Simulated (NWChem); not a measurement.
# SiH2S2, singlet; SMILES S[Si]S

```xyz
5

Si    -1.0189     0.0123     0.0011
S      0.3630     1.6673    -0.0010
H      1.5541     1.0211    -0.0009
S      0.4319    -1.5818     0.0020
H     -0.4771    -2.5834     0.0034
```
Atoms are numbered in this order, from 1.

Level: PBE0/def2-SVP (NWChem), optimised geometry, unscaled harmonic frequencies. Low-valent species are run as closed-shell singlets; no triplet was tried in these runs.

Problem. List the harmonic frequencies with IR intensities, and the thermochemistry.

Solution. 
```json
[
 {"frequency (cm⁻¹)": "183", "IR intensity (km/mol)": "4.8"},
 {"frequency (cm⁻¹)": "311", "IR intensity (km/mol)": "50.1"},
 {"frequency (cm⁻¹)": "403", "IR intensity (km/mol)": "0.6"},
 {"frequency (cm⁻¹)": "483", "IR intensity (km/mol)": "42.1"},
 {"frequency (cm⁻¹)": "511", "IR intensity (km/mol)": "85.9"},
 {"frequency (cm⁻¹)": "694", "IR intensity (km/mol)": "2.7"},
 {"frequency (cm⁻¹)": "765", "IR intensity (km/mol)": "11.4"},
 {"frequency (cm⁻¹)": "2675", "IR intensity (km/mol)": "0.5"},
 {"frequency (cm⁻¹)": "2704", "IR intensity (km/mol)": "0.9"}
]
```

```json
{
  "zero_point_energy": "12.5 kcal/mol",
  "thermal correction to the enthalpy at 298.15 K (with zero-point energy)": "16.1 kcal/mol",
  "heat capacity Cv": "15.0 cal/(mol K)",
  "entropy at 298.15 K and 1 atm (symmetry number 1)": "71.8 cal/(mol K)",
  "dipole_moment": "1.31 D"
}
```

Rigid rotor and harmonic oscillator.
